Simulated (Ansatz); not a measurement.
The same path of C2H9BOSi (14 atoms, charge 0, multiplicity 1) was run twice with different band settings. The coordinate that changes most is the dihedral C1–Si2–C3–H12.

All numbers below come from RKS PBE-D4/6-31G* (Ansatz).

Relaxed end points:

```xyz
14
Properties=species:S:1:pos:R:3
C -1.513 0.010 0.775
Si 0.350 0.219 0.412
C 1.215 -1.477 0.420
B 0.606 1.203 -1.357
O -0.457 1.671 -2.081
H -1.673 -0.496 1.743
H -2.012 -0.603 0.003
H -2.034 0.983 0.830
H 0.946 1.049 1.526
H 0.798 -2.141 -0.357
H 2.295 -1.367 0.225
H 1.094 -1.979 1.395
H 1.681 1.429 -1.867
H -1.308 1.469 -1.639
```

```xyz
14
Properties=species:S:1:pos:R:3
C -1.460 0.064 0.873
Si 0.378 0.231 0.380
C 1.221 -1.475 0.400
B 0.531 1.139 -1.441
O -0.571 1.585 -2.121
H -1.560 -0.401 1.869
H -2.016 -0.571 0.160
H -1.964 1.046 0.923
H 1.056 1.097 1.417
H 2.287 -1.388 0.133
H 1.156 -1.938 1.400
H 0.748 -2.162 -0.322
H 1.576 1.332 -2.023
H -1.394 1.412 -1.619
```

Common settings: movable images 7; climbing image yes; spring 5.0 eV/Å²; start path through a guess of the saddle point; force threshold 0.03 eV/Å; iteration limit 60; end points relaxed.

| run | optimiser |
| --- | --- |
| 1 | quadratic models (default) |
| 2 | fire |

(1) What does each run give, and how far can it be trusted?

## Answers

(1) Run 1: converged after 21 iterations, highest image 0.059 eV above the first end. A vibrational analysis at the climbing image gives one clearly imaginary mode, 153i cm⁻¹: a first-order saddle point.
Run 2: not converged after 60 iterations, highest image 0.081 eV above the first end. The band didn't meet its force threshold, so its energies are provisional: the largest band force was still 0.04 eV/Å, and over the last iterations the top stayed at 0.08 eV.
